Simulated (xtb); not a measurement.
xtb input (GFN2-xTB):

```bash
xtb mol.xyz --gfn 2 --ohess tight --chrg 1 --uhf 0
```
mol.xyz:
```
5

F      1.15599830    -0.27852041     1.66175720
C      0.64682869    -0.20582921     0.56726247
C     -0.30663887     0.06229301    -0.33087842
F     -0.23112979     1.18869606    -1.09196636
F     -1.13428983    -0.81320910    -0.79162478
```

Output:

```
           -------------------------------------------------
          |                Calculation Setup                |
           -------------------------------------------------

           -------------------------------------------------
          |                 G F N 2 - x T B                 |
           -------------------------------------------------

        Reference                      10.1021/acs.jctc.8b01176
      * Hamiltonian:
        H0-scaling (s, p, d)           1.850000    2.230000    2.230000
        zeta-weighting                 0.500000
      * Dispersion:
        s8                             2.700000
        a1                             0.520000
        a2                             5.000000
        s9                             5.000000
      * Repulsion:
        kExp                           1.500000    1.000000
        rExp                           1.000000
      * Coulomb:
        alpha                          2.000000
        third order                    shell-resolved
        anisotropic                    true
        a3                             3.000000
        a5                             4.000000
        cn-shift                       1.200000
        cn-exp                         4.000000
        max-rad                        5.000000

          ...................................................
          :                      SETUP                      :
          :.................................................:
          :  # basis functions                  20          :
          :  # atomic orbitals                  20          :
          :  # shells                           10          :
          :  # electrons                        28          :
          :  max. iterations                   250          :
          :  Hamiltonian                  GFN2-xTB          :
          :  restarted?                      false          :
          :  GBSA solvation                  false          :
          :  PC potential                    false          :
          :  electronic temp.          300.0000000     K    :
          :  accuracy                    1.0000000          :
          :  -> integral cutoff          0.2500000E+02      :
          :  -> integral neglect         0.1000000E-07      :
          :  -> SCF convergence          0.1000000E-05 Eh   :
          :  -> wf. convergence          0.1000000E-03 e    :
          :  Broyden damping             0.4000000          :
          :  net charge                          1          :
          :  unpaired electrons                  0          :
          ...................................................

 iter      E             dE          RMSdq      gap      omega  full diag
   1    -17.8200567 -0.178201E+02  0.679E+00    1.82       0.0  T
   2    -17.8501839 -0.301272E-01  0.424E+00    0.98       1.0  T
   3    -17.8474701  0.271374E-02  0.276E+00    1.47       1.0  T
   4    -17.8615525 -0.140823E-01  0.818E-01    1.06       1.0  T
   5    -17.8647669 -0.321442E-02  0.174E-01    1.15       1.0  T
   6    -17.8648229 -0.560215E-04  0.645E-02    1.15       1.0  T
[...]

           -------------------------------------------------
          |                Geometry Summary                 |
           -------------------------------------------------

      molecular mass/u    :       81.0166813
   center of mass at/Å    :        0.0007686      -0.0002524      -0.0132984
  moments of inertia/u·Å² :        0.4522702E+02   0.1413196E+03   0.1852616E+03
rotational constants/cm⁻¹ :        0.3727337E+00   0.1192873E+00   0.9099365E-01

 * 4 selected distances

     #   Z          #   Z                                           value/Å
     1   9 F        2   6 C                                       1.2218641 (min)
     2   6 C        3   6 C                                       1.3369377 (max)
     3   6 C        4   9 F                                       1.2836029
     3   6 C        5   9 F                                       1.2838386

 * 2 distinct bonds (by element types)

   Z      Z             #   av. dist./Å        max./Å        min./Å
   6 C    6 C           1     1.3369377     1.3369377     1.3369377
   6 C    9 F           3     1.2631018     1.2838386     1.2218641

           -------------------------------------------------
          |               Frequency Printout                |
           -------------------------------------------------
 projected vibrational frequencies (cm⁻¹)
eigval :       -0.00    -0.00    -0.00    -0.00     0.00     0.00
eigval :       99.48   210.09   427.52   494.45   529.83   833.21
eigval :     1273.76  1282.35  1923.63
 reduced masses (amu)
   1: 17.65   2: 17.68   3: 17.09   4: 17.59   5: 18.56   6: 18.11   7: 17.58   8: 14.07
   9: 18.04  10: 13.34  11: 13.70  12: 17.85  13: 14.41  14: 14.32  15: 13.06
 IR intensities (km·mol⁻¹)
   1:  7.47   2:  6.68   3: 10.35   4:  8.13   5:  2.91   6:  4.74   7:  4.18   8: 11.92
   9: 11.30  10: 44.67  11:  2.53  12:  3.65  13:360.51  14:186.28  15: 72.27
 Raman intensities (Ä⁴*amu⁻¹)
   1:  0.00   2:  0.00   3:  0.00   4:  0.00   5:  0.00   6:  0.00   7:  0.00   8:  0.00
   9:  0.00  10:  0.00  11:  0.00  12:  0.00  13:  0.00  14:  0.00  15:  0.00
 output can be read by thermo (or use thermo option).
 writing <g98.out> molden fake output.
 recommended (thermochemical) frequency scaling factor: 1.0
           -------------------------------------------------
          |             Thermodynamic Functions             |
           -------------------------------------------------
Molecule has the following symmetry elements: (sigma)
It seems to be the Cs point group
Note: The following floating-point exceptions are signalling: IEEE_DENORMAL
normal termination of xtb

cs  symmetry found (for desy threshold:  0.10E+00) used in thermo

          ...................................................
          :                      SETUP                      :
          :.................................................:
          :  # frequencies                           9      :
          :  # imaginary freq.                       0      :
          :  linear?                             false      :
          :  only rotor calc.                    false      :
          :  symmetry                               cs      :
          :  rotational number                       1      :
          :  scaling factor                  1.0000000      :
          :  rotor cutoff                   50.0000000 cm⁻¹ :
          :  imag. cutoff                  -20.0000000 cm⁻¹ :
          :.................................................:

    mode    ω/cm⁻¹     T·S(HO)/kcal·mol⁻¹    T·S(FR)/kcal·mol⁻¹   T·S(vib)
   ------------------------------------------------------------------------
       1     99.48    -1.03291 ( 94.00%)    -0.85234 (  6.00%)    -1.02208
       2    210.09    -0.60909 ( 99.68%)    -0.63110 (  0.32%)    -0.60916
   ------------------------------------------------------------------------

   temp. (K)  partition function   enthalpy   heat capacity  entropy
                                   cal/mol     cal/K/mol   cal/K/mol   J/K/mol
 298.15  VIB   5.76                 1311.570      8.503      7.842
         ROT  0.831E+05              888.752      2.981     25.493
         INT  0.479E+06             2200.323     11.484     33.335
         TR   0.706E+27             1481.254      4.968     39.073
         TOT                        3681.5765    16.4525    72.4074   302.9525

       T/K    H(0)-H(T)+PV         H(T)/Eh          T*S/Eh         G(T)/Eh
   ------------------------------------------------------------------------
    298.15    0.586697E-02    0.219835E-01    0.344031E-01   -0.124196E-01
   ------------------------------------------------------------------------

         :::::::::::::::::::::::::::::::::::::::::::::::::::::
         ::                  THERMODYNAMIC                  ::
         :::::::::::::::::::::::::::::::::::::::::::::::::::::
         :: total free energy         -17.776931707336 Eh   ::
         ::.................................................::
         :: total energy              -17.764512097613 Eh   ::
         :: zero point energy           0.016116511184 Eh   ::
         :: G(RRHO) w/o ZPVE           -0.028536120907 Eh   ::
         :: G(RRHO) contrib.           -0.012419609723 Eh   ::
         :::::::::::::::::::::::::::::::::::::::::::::::::::::

optimized geometry written to: xtbopt.xyz

           -------------------------------------------------
          | TOTAL ENERGY              -17.764512097613 Eh   |
          | TOTAL ENTHALPY            -17.742528620788 Eh   |
          | TOTAL FREE ENERGY         -17.776931707336 Eh   |
          | GRADIENT NORM               0.000393616044 Eh/α |
          | HOMO-LUMO GAP               1.168434955462 eV   |
           -------------------------------------------------

------------------------------------------------------------------------
------------------------------------------------------------------------
 total:
 SCF:
 ANC optimizer:
 analytical hessian:
```
